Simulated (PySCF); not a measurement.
**Working out the excitation energy of Tl**

Tl [Xe] 4f14 5d10 6s2 6p1 (2P) → Tl [Xe] 4f14 5d10 6s1 6p2 (4P). Calculation: PySCF 2.14, in aug-cc-pVTZ-PP with ECP60MDF; scalar relativity through the core potential. Frozen: 5s2 5p6 5d10. Energies in hartree (1 hartree = 27.21139 eV):

```csv
part,Tl (lower),Tl (upper)
UHF,-171.515187,-171.356848
CCSD correlation,-0.035177,-0.009552
(T),-0.000516,-0.000071
```

Q: What does Hartree-Fock give?

A: (-171.356848) − (-171.515187) = 0.158339 hartree = 4.309 eV.

Q: What do CCSD and CCSD(T) give?

A: The CCSD correlation energies differ by 0.025625 hartree = 0.697 eV and the triples by 0.000445 hartree = 0.012 eV, so CCSD gives 5.006 eV and CCSD(T) 5.018 eV.
